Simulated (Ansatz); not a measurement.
Basis sets compared for (Cl2B-mu-SMe)2 (C2H6B2Cl4S2). Charge 0, multiplicity 1. Geometry PBE-D4/def2-SVP. Ansatz on 2 threads of AMD EPYC 7R13 on a shared host and a share (18 GiB) of an NVIDIA H100 80GB HBM3; times are rough, and most runs start from earlier orbitals.

```xyz
16

B     0.572    1.295    0.952
Cl   -0.313    0.791    2.453
Cl    1.584    2.785    1.071
S    -0.626    1.499   -0.644
C    -2.049    0.402   -0.321
B     0.759    0.323   -1.494
Cl    0.043   -1.109   -2.348
Cl    1.856    1.378   -2.463
S     1.724   -0.165    0.198
C     0.961   -1.724    0.764
H    -2.253   -0.162   -1.251
H    -1.835   -0.283    0.520
H    -2.906    1.051   -0.063
H     1.712   -2.522    0.623
H     0.057   -1.954    0.170
H     0.714   -1.605    1.835
```

Binding counts from free atoms (B doublet, Cl doublet, S triplet, C triplet, H doublet) in the same basis, without a counterpoise term.

```tsv
level	functions	energy (Eh)	HOMO (eV)	LUMO (eV)	binding per atom (eV)	wall time
PBE-D4/def2-SVP	194	-2764.7720	-6.81	-1.25	3.95	5.5 s
PBE0-D4/def2-SVP	194	-2765.0161	-8.12	-0.37	3.89	9.5 s
```

Question: Estimate the rows for PBE-D4/def2-TZVP (with forces), PBE0-D4/def2-TZVP.

Answer: 
```json
{"level": "PBE-D4/def2-TZVP (with forces)", "functions": "382", "energy (Eh)": "-2765.8152", "HOMO (eV)": "-6.92", "LUMO (eV)": "-1.69", "binding per atom (eV)": "3.90", "wall time": "3.5 s"}
{"level": "PBE0-D4/def2-TZVP", "functions": "382", "energy (Eh)": "-2766.0472", "HOMO (eV)": "-8.13", "LUMO (eV)": "-0.81", "binding per atom (eV)": "3.84", "wall time": "3 s"}
```
